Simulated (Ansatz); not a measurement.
Cost and result up the ladder for SiHMe2(NMe2) (C4H13NSi) (19 atoms). The state is a singlet with charge 0. Geometry: PBE-D4/def2-SVP.

```xyz
19

Si   -0.1264    0.8731   -0.3349
H     0.2293    2.2080    0.2759
C     0.9411    0.6479   -1.8862
H     2.0213    0.6645   -1.6333
H     0.7551    1.4588   -2.6216
H     0.7243   -0.3203   -2.3841
C    -1.9512    0.8315   -0.8186
H    -2.1812    1.6937   -1.4781
H    -2.6084    0.8961    0.0718
H    -2.2114   -0.0899   -1.3793
N     0.1771   -0.3202    0.9224
C     1.3993   -0.2558    1.6963
C    -0.4590   -1.6200    0.9392
H     1.2191   -0.5523    2.7572
H     1.7996    0.7792    1.7065
H     2.2095   -0.9256    1.3081
H    -1.4165   -1.6005    0.3815
H     0.1721   -2.4316    0.4934
H    -0.6937   -1.9367    1.9837
```

Ansatz on 2 threads of AMD EPYC 7R13 on a shared host and a share (18 GiB) of an NVIDIA H100 80GB HBM3. Times are rough, and most runs start from the orbitals of an earlier one. PBE0-D4/def2-TZVP serves as the yardstick here, not as an exact answer. Differences are given only for rows in sets of like size (and for xTB, whose basis is part of the method), since another set adds its own error. Binding counts from free atoms at the same level (Si triplet, H doublet, C triplet, N quartet; other spins of the atoms weren't run), without zero-point energy or a counterpoise term.

B3LYP takes the VWN-RPA correlation. Correlated methods freeze 10 core orbitals. The rows differ in basis, and correlated rows in double-zeta sets carry the largest basis error.

Correlated methods converge slowly with the basis, most of all in double-zeta sets.

| level | functions | binding energy per atom (eV) | difference from PBE0-D4/def2-TZVP (eV) |
| --- | --- | --- | --- |
| revPBE-D4/def2-TZVP | 270 | 3.85 | -0.03 |
| PBE0-D4/def2-TZVP | 270 | 3.88 | 0.00 |
| r2SCAN-D4/def2-TZVP (with forces) | 270 | 3.87 | -0.01 |
| PBE-D4/def2-SVP | 153 | 3.95 | – |
| PBE-D4/def2-TZVP | 270 | 3.93 | 0.04 |
| HF/6-31G | 84 | 2.70 | – |
| MP2/def2-TZVP | 270 | 3.75 | -0.13 |
| r2SCANh-D4/def2-TZVP | 270 | 3.86 | -0.02 |
| HF/STO-3G | 47 | 3.64 | – |
| B3LYP-D4/6-31G | 84 | 3.77 | – |
| PBE0-D4/def2-SVP | 153 | 3.91 | – |
| CCSD(T)/def2-SVP | 153 | 3.70 | – |
| HF/def2-TZVP | 270 | 2.89 | -0.99 |

(1) Estimate how long each takes.

Answers

(1) HF/STO-3G 1.2 s; B3LYP-D4/6-31G 1.2 s; PBE0-D4/def2-SVP 1.4 s; HF/def2-TZVP 1.4 s; HF/6-31G 1.6 s; PBE-D4/def2-SVP 1.7 s; PBE0-D4/def2-TZVP 1.7 s; r2SCANh-D4/def2-TZVP 1.7 s; revPBE-D4/def2-TZVP 2 s; CCSD(T)/def2-SVP 2 s; PBE-D4/def2-TZVP 2.2 s; MP2/def2-TZVP 2.2 s; r2SCAN-D4/def2-TZVP (with forces) 2.7 s. On shared hardware such times vary by a factor of up to 3.
